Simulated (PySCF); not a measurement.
Caution: the restricted solution is unstable towards spin-unrestricted or complex orbitals, so a lower solution exists and this singlet may not be the ground state.  The multiplicity is imposed and other spin states were not computed.

Z-matrix (Å, degrees):
```
W
N 1 2.1686
H 2 1.0355 1 112.86
H 2 1.0425 3 104.01 1 125.04
H 2 1.0425 3 104.02 4 110.06
N 1 2.1688 2 86.21 3 179.81
H 6 1.0354 1 112.86 2 179.83
H 6 1.0425 7 104.02 1 125.03
H 6 1.0425 7 104.03 8 110.07
N 1 2.1689 2 122.44 3 53.86
H 10 1.0354 1 112.87 2 53.89
H 10 1.0425 11 104.01 1 -124.90
H 10 1.0425 11 104.01 12 -110.03
N 1 2.1689 2 122.01 3 -53.83
H 14 1.0354 1 112.87 2 -53.87
H 14 1.0425 15 104.01 1 125.04
H 14 1.0425 15 104.03 16 110.05
```
Charge +2, spin multiplicity 1.

Task: What is the computed total energy, charge on the central atom (Mulliken), HOMO–LUMO gap, HOMO and LUMO (PySCF with PBE-D3(BJ)/def2-TZVP // PBE-D3(BJ)/def2-SVP)?

Result: 
- total energy: -292.6176 Ha
- charge on the central atom (Mulliken): 0.65 e
- HOMO–LUMO gap: 0.73 eV
- HOMO: -11.72 eV
- LUMO: -10.99 eV
